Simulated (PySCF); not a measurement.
C7H11N.
Cartesian coordinates in Å at the GFN2-xTB level; atoms count from 1:
```
atom  x, y, z in Å
C1    -0.4282   -0.1950    0.2348
C2     0.7399    0.3895   -0.0046
C3     2.0430   -0.2070    0.3286
C4     3.2016   -0.0469   -0.5924
N5     3.1241    0.7150    0.6273
C6    -1.7308    0.3925   -0.1024
C7    -2.8677   -0.5058   -0.5183
C8    -2.9061    0.1648    0.8144
H9    -0.4595   -1.1698    0.7057
H10    0.7882    1.3640   -0.4681
H11    1.9855   -1.1387    0.8893
H12    3.9131   -0.8605   -0.6818
H13    3.0694    0.5348   -1.4946
H14    3.7485    0.3991    1.3623
H15   -1.6693    1.3599   -0.5854
H16   -2.6837   -1.5691   -0.5488
H17   -3.5330   -0.1571   -1.2930
H18   -2.7476   -0.4404    1.6940
H19   -3.5972    0.9798    0.9654
```

Level of theory: PBE0/def2-SVPD in PySCF (dipole) on a GFN2-xTB geometry, gas phase.

Take the most abundant isotopes and a rigid rotor. The values belong to one conformer with, in the numbering `[CH:1](=[CH:2]\[C@H:3]1[CH2:4][NH:5]1)/[CH:6]1[CH2:7][CH2:8]1`, C1–C2–C3–C4 142°, C2–C1–C6–C7 146°.

Question: Give the principal moments of inertia and the rotational constants in MHz.

Answer: Ia = 58.36, Ib = 660.50, Ic = 677.46 u·Å²; 505379 MHz·u·Å²/I gives A = 8659, B = 765.1, C = 746.0 MHz.

Question: Classify the top.

Answer: A near-prolate asymmetric top; Ray's κ = -0.995.

Question: Is it planar, by Δ = Ic − Ia − Ib?

Answer: Not planar: Δ = Ic − Ia − Ib = -41.40 u·Å². For a rigid frame Δ = −2 Σ m c², so Σ m c² = 20.70 u·Å² lies off the ab plane: 13.02 from hydrogen and 7.68 from heavier atoms. The atom farthest from that plane is 1.53 Å away.

Question: Which lines would a microwave search look for?

Answer: The dipole components are |μa| = 0.11 D, |μb| = 0.61 D, |μc| = 1.29 D. Intensities carry the squares of the components, which stand as 0.01 : 0.23 : 1.00 (a : b : c). Some lines, for components of 0.1 D or more:

```tsv
type	branch	J(Ka,Kc)	MHz	lower level (cm⁻¹)
a	R	4(2,3) ← 3(2,2)	6045	1.357
a	R	5(3,2) ← 4(3,1)	7556	2.877
c	Q	3(1,3) ← 3(0,3)	7847	0.302
c	Q	2(1,2) ← 2(0,2)	7875	0.151
c	Q	1(1,1) ← 1(0,1)	7894	0.050
b	Q	2(1,1) ← 2(0,2)	7933	0.151
b	R	2(1,2) ← 1(0,1)	10897	0.050
b	R	5(1,5) ← 4(0,4)	15316	0.504
b	Q	2(2,0) ← 2(1,1)	23683	0.416
c	R	2(2,0) ← 1(1,0)	26724	0.314
b	R	2(2,0) ← 1(1,1)	26743	0.314
c	R	3(2,1) ← 2(1,1)	28216	0.416
b	R	4(2,3) ← 3(1,2)	29699	0.568
c	R	4(2,2) ← 3(1,2)	29699	0.568
c	R	4(2,3) ← 3(1,3)	29814	0.564
b	R	4(2,2) ← 3(1,3)	29814	0.564
c	Q	4(3,2) ← 4(2,2)	39519	1.559
b	Q	4(3,1) ← 4(2,2)	39519	1.559
c	R	3(3,1) ← 2(2,1)	44053	1.206
b	R	5(3,3) ← 4(2,2)	47075	1.559
c	R	5(3,2) ← 4(2,2)	47075	1.559
c	Q	5(4,2) ← 5(3,2)	55327	3.129
b	Q	4(4,1) ← 4(3,2)	55327	2.877
c	R	5(4,1) ← 4(3,1)	62883	2.877
c	R	5(4,2) ← 4(3,2)	62883	2.877
b	Q	5(5,1) ← 5(4,2)	71135	4.974
```

Not checked by GFN2-xTB frequencies. Zero-point vibration and centrifugal distortion are left out. A rigid rotor knows nothing of inversion at nitrogen, which can split or shift real lines. Quadrupole hyperfine structure (14N) is left out.

The run took 51 s wall (grids of density and orbitals included) on an Arm Neoverse V1 with one thread (shared host), and the process peaked at 1.0 GiB of memory. This is the PBE0/def2-SVPD job that gave the dipole, with the excitations it also computed.
